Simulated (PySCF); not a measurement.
Some computed properties have been withheld. Give your best values.

Species: C3H7O3S (charge -1).
Atom-mapped SMILES: `[CH3:1][CH:2]([CH3:3])[S:4](=[O:5])(=[O:6])[O-:7]` (hydrogens: H8, H9, H10 on C1; H11 on C2; H12, H13, H14 on C3)

Conformer (atom-mapped SMILES and torsion angles): `[CH3:1][CH:2]([CH3:3])[S:4](=[O:5])(=[O:6])[O-:7]`: C1–C2–S4–O5 61°.

```csv
property,level,value
point group of the GFN2-xTB geometry,GFN2-xTB,Cs
"rotational constants A, B, C of the GFN2-xTB geometry",GFN2-xTB,"3.242, 2.204, 1.815 GHz"
HOMO energy,PBE0/pcSseg-1,?
LUMO energy,PBE0/pcSseg-1,?
13C chemical shifts (computed TMS as zero) by class,GIAO PBE0/pcSseg-1,"55.0 (C2), 19.5 (C1/C3) ppm"
1H chemical shifts (computed TMS as zero) by class,GIAO PBE0/pcSseg-1,"1.90 (H11), 1.18 (H8/H9/H10/H12/H13/H14) ppm"
"isotropic shieldings of nuclei other than C and H, by class",GIAO PBE0/pcSseg-1,?
```

Electronic properties: PySCF, gas phase, density fitting. NMR classes are plain means over equivalent atoms (diastereotopic ones count apart unless rotation or inversion swaps them), as if these changed places fast; in this geometry the members of some classes differ. No diffuse functions stand in pcSseg-1, which bears on an anion's orbital energies.

(1) The isotropic shieldings of nuclei other than C and H, by class?

(2) The LUMO energy?

(3) Give the HOMO energy.

## Answers

(1) 138 (O5/O6/O7), 179 (S4) ppm.

(2) 5.21 eV.

(3) -1.91 eV.

With B = h/(8π²I), that is 505.379 GHz u Å² over I, the principal moments of inertia are 155.9, 229.3 and 278.4 u Å² (most abundant isotopes). The rotational constants make it an asymmetric top with κ = (2B − A − C)/(A − C) = -0.45, nearer the prolate limit (−1).
